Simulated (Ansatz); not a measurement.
Molecule: C$_{4}$H$_{9}$F, charge 1, multiplicity 2. 
Geometry from a B3LYP-D3(BJ)/def2-TZVP (Ansatz, a first-principles code) optimisation:
```xyz
14

C      2.3491    -0.0272     0.0880
C      1.0090    -0.6093    -0.1025
C     -0.1074     0.8067    -0.2723
C     -1.4487     0.2010    -0.4205
F     -1.8961    -0.3792     0.7212
H      2.7448     0.4981    -0.7814
H      2.4649     0.5563     0.9993
H      2.9957    -0.9298     0.2042
H      0.5352    -1.0756     0.7599
H      0.8467    -1.1482    -1.0319
H      0.0688     1.3334     0.6618
H      0.2560     1.3308    -1.1522
H     -2.0802     1.1011    -0.6413
H     -1.5786    -0.4810    -1.2652
```
Charge +1, spin multiplicity 2.

Basis-set convergence of Hartree-Fock and MP2 correlation energies (hartree) with Ansatz. Correlated levels leave the core frozen unless marked. UHF or UKS for open shells. Spin-orbit coupling is left out. Non-relativistic.

```
basis    functions       E(HF)  E(corr, MP2)
-------  ---------  ----------  ------------
cc-pVDZ        115  -255.80488      -0.72644
cc-pVTZ        276  -255.88697      -0.91139
cc-pVQZ        545  -255.90527      -0.97588
```

Extrapolating the two largest sets (X = 3 and 4) as X^-3: E(corr) = (64·(-0.97588) - 27·(-0.91139))/37 = -1.0229 Eh, an estimate of the basis-set limit. The largest set recovers 95.4 % of it, the smallest 71.0 %.
